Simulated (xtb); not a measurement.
Cl₃NbO, charge -1, doublet, from a rough starting geometry (GFN-xTB shapes and energies of metal compounds can be far from the true ones) (the multiplicity is a formal guess); GFN2-xTB in xtb.

xtb was given this input:
```
$ xtb mol.xyz --gfn 2 --chrg -1 --uhf 1 --opt vtight --json

# file mol.xyz
5

Nb     0.13595024    -0.13362531    -0.12532517
O      1.53215655    -0.69227915    -0.81110608
Cl     0.59436635     0.95269672     1.87191540
Cl    -0.88955499     1.39263691    -1.34384505
Cl    -1.29562172    -1.67065254     0.37050052
```

Write the output that xtb gives for this input, abridged.


```
   ID    Z sym.   atoms
    1   41 Nb     1
    2    8 O      2
    3   17 Cl     3-5

           -------------------------------------------------
          |                Calculation Setup                |
           -------------------------------------------------

           -------------------------------------------------
          |                 G F N 2 - x T B                 |
           -------------------------------------------------

          ...................................................
          :                      SETUP                      :
          :.................................................:
          :  # basis functions                  44          :
          :  # atomic orbitals                  40          :
          :  # shells                           14          :
          :  # electrons                        33          :
          :  max. iterations                   250          :
          :  Hamiltonian                  GFN2-xTB          :
          :  restarted?                      false          :
          :  GBSA solvation                  false          :
          :  PC potential                    false          :
          :  electronic temp.          300.0000000     K    :
          :  accuracy                    1.0000000          :
          :  -> integral cutoff          0.2500000E+02      :
          :  -> integral neglect         0.1000000E-07      :
          :  -> SCF convergence          0.1000000E-05 Eh   :
          :  -> wf. convergence          0.1000000E-03 e    :
          :  Broyden damping             0.4000000          :
          :  net charge                         -1          :
          :  unpaired electrons                  1          :
          ...................................................

 iter      E             dE          RMSdq      gap      omega  full diag
   1     -1.9910505 -0.199105E+01  0.409E+01    0.15       0.0  T
   2     -9.6549267 -0.766388E+01  0.329E+01    0.00       1.0  T
   3    -14.6241806 -0.496925E+01  0.226E+01    0.05       1.0  T
   4    -18.3840077 -0.375983E+01  0.179E+01    0.17       1.0  T
   5    -18.3734676  0.105401E-01  0.178E+01    0.17       1.0  T
   6    -19.6928819 -0.131941E+01  0.966E+00    0.17       1.0  T
   7    -19.6179085  0.749734E-01  0.706E+00    0.15       1.0  T
   8    -19.4481431  0.169765E+00  0.104E+01    0.18       1.0  T
   9    -19.4342962  0.138468E-01  0.115E+01    0.23       1.0  T
[...]
         :: total energy             -19.994883511979 Eh    ::
 * total energy  :   -19.9948835 Eh     change       -0.9450787E-09 Eh
 * total energy  :   -20.0113049 Eh     change       -0.1642141E-01 Eh
 * total energy  :   -20.0134458 Eh     change       -0.2140845E-02 Eh
 * total energy  :   -20.0142789 Eh     change       -0.8331243E-03 Eh
 * total energy  :   -20.0145841 Eh     change       -0.3052056E-03 Eh
 * total energy  :   -20.0145996 Eh     change       -0.1550982E-04 Eh
 * total energy  :   -20.0146081 Eh     change       -0.8460215E-05 Eh
 * total energy  :   -20.0146139 Eh     change       -0.5880935E-05 Eh
 * total energy  :   -20.0146144 Eh     change       -0.4348598E-06 Eh
 * total energy  :   -20.0146144 Eh     change       -0.4159024E-07 Eh
   *** GEOMETRY OPTIMIZATION CONVERGED AFTER 10 ITERATIONS ***
         :: total energy             -20.014614421154 Eh    ::
[...]
       ...                                ...                  ...
        40                          1.0429266              28.3795
      -------------------------------------------------------------
                  HL-Gap            0.0317178 Eh            0.8631 eV
             Fermi-level           -0.2006745 Eh           -5.4606 eV

     #   Z          covCN         q      C6AA      α(0)
     1  41 Nb       3.025     0.318   361.572    40.197
     2   8 O        0.734    -0.430    22.340     6.334
     3  17 Cl       0.777    -0.281   107.950    15.893
     4  17 Cl       0.778    -0.297   108.477    15.932
     5  17 Cl       0.767    -0.311   108.927    15.965

 Mol. C6AA /au·bohr⁶  :       2973.412488
 Mol. C8AA /au·bohr⁸  :     190343.971847
 Mol. α(0) /au        :         94.321722

Wiberg/Mayer (AO) data.
largest (>0.10) Wiberg bond orders for each atom

 ---------------------------------------------------------------------------
     #   Z sym  total        # sym  WBO       # sym  WBO       # sym  WBO
 ---------------------------------------------------------------------------
     1  41 Nb   5.369 --     2 O    2.228     3 Cl   1.053     5 Cl   1.050
                             4 Cl   1.038
     2   8 O    2.412 --     1 Nb   2.228
     3  17 Cl   1.226 --     1 Nb   1.053
     4  17 Cl   1.209 --     1 Nb   1.038
     5  17 Cl   1.231 --     1 Nb   1.050
 ---------------------------------------------------------------------------

Topologies differ in total number of bonds
Writing topology from bond orders to xtbtopo.mol

molecular dipole:
                 x           y           z       tot (Debye)
 q only:       -0.219      -0.076       0.100
   full:       -1.058      -0.713       0.249       3.304
molecular quadrupole (traceless):
                xx          xy          yy          xz          yz          zz
 q only:       -1.055      -0.701      -1.667       0.974      -0.197       2.722
  q+dip:       -0.073       1.315      -1.621       0.172      -1.272       1.693
   full:       -0.049       1.767      -1.069       0.026      -1.271       1.119

optimized geometry written to: xtbopt.xyz

           -------------------------------------------------
          | TOTAL ENERGY              -20.014614421154 Eh   |
          | GRADIENT NORM               0.000016808357 Eh/α |
          | HOMO-LUMO GAP               0.863084969296 eV   |
           -------------------------------------------------

normal termination of xtb
```
